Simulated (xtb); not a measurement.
H9PSi3, charge -1, doublet, at a GFN2-xTB geometry (a state made from the parent by changing its charge; the spin is typed, not shown lowest). Base run: GFN0-xTB run with xtb.

xtb was given this input:
```
$ xtb mol.xyz --gfn 0 --chrg -1 --uhf 1 --json

# file mol.xyz
13

Si    -0.68699077     1.65572877    -0.88460613
P      0.40901411    -0.22021910    -0.72392381
Si     1.53381925     0.08784400     1.52792075
Si    -1.18336805    -1.55666879    -0.07416283
H      0.01777200     2.53528288    -1.82662732
H     -0.86366762     2.43370020     0.35868496
H     -2.04760564     1.47403821    -1.41671503
H      2.65455238     0.88221085     0.99493559
H      1.98164421    -1.31630438     1.58815210
H      1.60629184     0.45213044     2.98614720
H     -0.84100581    -2.92805252    -0.47388882
H     -2.48019588    -1.24755869    -0.69724061
H     -1.45144314    -1.59881614     1.37728382
```

Each row names what was changed in the base input (with any setting that the change needs).

| change | ΔE vs base (kJ/mol) |
|---|---|
| base | 0.00 |
| acc = 30 | 0.00 |
| file = coord | 0.00 |
| etemp = 10000 | -224.8 |
| etemp = 3000 | -6.14 |
